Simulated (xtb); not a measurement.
CH4NO, SMILES NC=[OH+], charge +1. All values are semi-empirical tight-binding results from xtb (GFN2-xTB unless named), good for trends rather than for accurate numbers. Geometry optimised at GFN2-xTB. The isomer is the one that the SMILES or the coordinates give; other isomers of the formula were not compared. One conformer was computed; it need not be the lowest.

The point group as xtb finds it is Cs and the orbital gap is 5.88 eV. The zero-point energy is 34.9 kcal/mol. The G − E(el) at 298.15 K (modified RRHO) is 19.6 kcal/mol and the static polarisability (D4 model) is 26.4 bohr³. The solvation energy, GFN2-xTB/ALPB(water) is -74.2 kcal/mol and the solvation energy, GFN2-xTB/ALPB(benzene) comes out as -52.1 kcal/mol.

Give the IR lines (harmonic; lines under 4 % of the strongest left out, lines within 3 cm⁻¹ merged). (Estimate from the structure and the level; the computed values follow.)

ν (cm⁻¹): 710 (m), 742 (m), 978 (w), 1009 (m), 1129 (m), 1424 (w), 1677 (vs), 3295 (m), 3337 (m), 3394 (m) (against the strongest line: vs over 80 %, s over 45 %, m over 15 %, w over 4 %, vw less)
